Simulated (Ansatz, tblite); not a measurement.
Removing an electron: Ge(SMe)2Me2 (C₄H₁₂GeS₂). Total charge 0; singlet. Geometry: r2SCAN-D4/def2-SVP. Ansatz, gas phase; energy differences of separate SCF runs; the oxidised species was run as a doublet alone.

Cartesian coordinates in Å:
```
Ge 0.203 -0.649 -0.005
S -0.082 -1.452 2.050
C -0.837 0.008 2.855
H -0.250 0.914 2.642
H -0.823 -0.182 3.937
H -1.879 0.150 2.533
S 1.607 1.088 0.227
C 1.176 2.089 -1.245
H 1.349 1.538 -2.183
H 1.842 2.963 -1.232
H 0.135 2.442 -1.210
C -1.480 -0.019 -0.777
H -1.337 0.296 -1.823
H -1.882 0.830 -0.205
H -2.211 -0.842 -0.754
C 1.000 -2.086 -1.050
H 1.243 -1.726 -2.061
H 0.301 -2.933 -1.131
H 1.926 -2.430 -0.567
```

The xTB rows come from tblite.

Task: Estimate orbital energies and vertical ionisation energies at: GFN1-xTB; GFN2-xTB; PBE-D4/def2-TZVP; PBE0-D4/def2-TZVP; r2SCAN0-D4/def2-TZVP.

Result: 
| level | −HOMO (eV) | vertical IE (eV) | −LUMO (eV) | HOMO–LUMO gap (eV) |
| --- | --- | --- | --- | --- |
| GFN1-xTB | 10.76 | 13.39 | 5.51 | 5.25 |
| GFN2-xTB | 9.82 | 12.37 | 5.73 | 4.09 |
| PBE-D4/def2-TZVP | 5.37 | 7.90 | 0.58 | 4.79 |
| PBE0-D4/def2-TZVP | 6.56 | 8.28 | -0.33 | 6.89 |
| r2SCAN0-D4/def2-TZVP | 6.72 | 8.35 | -0.54 | 7.26 |

 Raw xTB energy differences between charge states are shifted by several eV; the methods need an empirical correction for them.
